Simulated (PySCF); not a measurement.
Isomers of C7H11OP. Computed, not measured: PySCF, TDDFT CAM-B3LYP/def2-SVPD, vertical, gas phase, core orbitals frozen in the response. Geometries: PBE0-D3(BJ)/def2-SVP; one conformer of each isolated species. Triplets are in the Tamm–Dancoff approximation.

A. `C#CP1(=C)CCOCC1`
B. `C=C/C(OC)=P\C1CC1`
C. `C=CC1=C(OC)PCC1`

Lowest singlet levels (six at most, fewer where fewer were computed) with oscillator strengths:

1. 4.73 eV (f 0.521); 5.53 eV (f 0.003); 5.65 eV (f 0.062); 5.72 eV (f 0.001); 6.33 eV (f 0.015); 6.37 eV (f 0.011); T1 2.74 eV
2. 4.15 eV (f 0.345); 4.53 eV (f 0.032); 5.87 eV (f 0.004); 5.88 eV (f 0.146); 6.06 eV (f 0.015); 6.11 eV (f 0.007); T1 2.08 eV
3. 4.04 eV (f 0.010); 4.59 eV (f 0.026); 5.06 eV (f 0.040); 5.48 eV (f 0.014); 5.69 eV (f 0.018); 6.02 eV (f 0.004); T1 3.78 eV

Question: Match each spectrum to its molecule.

Answer: 1 = C, 2 = B, 3 = A.
- A: S1 at 4.04 eV, HOMO→LUMO (94%); Löwdin shares by element: HOMO carbon 53% or more, phosphorus 18%, hydrogen 14% or more; LUMO carbon 59% or more, phosphorus 12%, hydrogen 8% or more (atoms not listed hold the other 21%); HOMO -6.40 and LUMO 0.72 eV.
- B: S1 at 4.15 eV, HOMO→LUMO (94%); Löwdin shares by element: HOMO phosphorus 36%, carbon 32% or more, oxygen 10% (atoms not listed hold the other 23%); LUMO carbon 50% or more, phosphorus 27% (atoms not listed hold the other 24%); HOMO -7.17 and LUMO -0.68 eV.
- C: S1 at 4.73 eV, HOMO→LUMO (96%); Löwdin shares by element: HOMO carbon 54% or more, oxygen 13% (atoms not listed hold the other 33%); LUMO carbon 66% or more (atoms not listed hold the other 34%); HOMO -6.98 and LUMO 0.24 eV.
A and B have S1 within 0.11 eV of each other; their strongest listed levels stand at 5.06 eV (f 0.040) and 4.15 eV (f 0.345).
